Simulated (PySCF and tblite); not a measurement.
2 diastereomers of C₆H₉NOSi, numbered alike:

```
isomer                                                           SMILES  descriptors (one enantiomer)
     A   [N:1]#[C:2][C@H:3]1[CH2:4][C@H:5]([SiH3:6])[CH2:7][C:8]1=[O:9]                        3R, 5S
     B  [N:1]#[C:2][C@@H:3]1[CH2:4][C@H:5]([SiH3:6])[CH2:7][C:8]1=[O:9]                        3S, 5S
```

Each isomer is a Boltzmann average at 298.15 K over at most 6 conformers: GFN2-xTB geometries, energies PBE0/pcSseg-1 (D3(BJ) added where defined), GIAO shieldings PBE0/pcSseg-1, GFN2-xTB thermal terms. Programs: PySCF with density fitting and tblite.

Q: What shifts does each isomer give (ppm; of two unlike H on one atom, a is the less shielded)?

A: 
A: ¹H (against TMS): 2.98 (H3, 1H), 2.63 (H7a, 1H), 2.46 (H4a, 1H), 1.99 (H5, 1H), 1.97 (H7b, 1H), 1.92 (H4b, 1H). ¹³C (against TMS): 214.1 (C8), 121.8 (C2), 43.9 (C7), 39.6 (C3), 37.6 (C4), 19.3 (C5). ²⁹Si (against TMS): -63.9 (Si6). ¹⁵N (against NH3): 302.2 (N1).

B: ¹H (against TMS): 2.84 (H3, 1H), 2.68 (H4a, 1H), 2.45 (H7a, 1H), 2.13 (H7b, 1H), 1.99 (H4b, 1H), 1.28 (H5, 1H). ¹³C (against TMS): 214.2 (C8), 122.1 (C2), 45.3 (C7), 38.0 (C4), 37.9 (C3), 19.8 (C5). ²⁹Si (against TMS): -62.8 (Si6). ¹⁵N (against NH3): 301.5 (N1). H not on carbon is left out.

Unscaled ²⁹Si and ¹⁵N shifts at such levels can be off by tens of ppm; differences between conformers or isomers are more reliable. Shifts are unscaled: against experiment ¹³C can be off by 15 ppm or more and ¹H by 0.8 ppm.


¹⁵N shifts are against a computed isolated NH3 molecule, about 20 ppm from the liquid.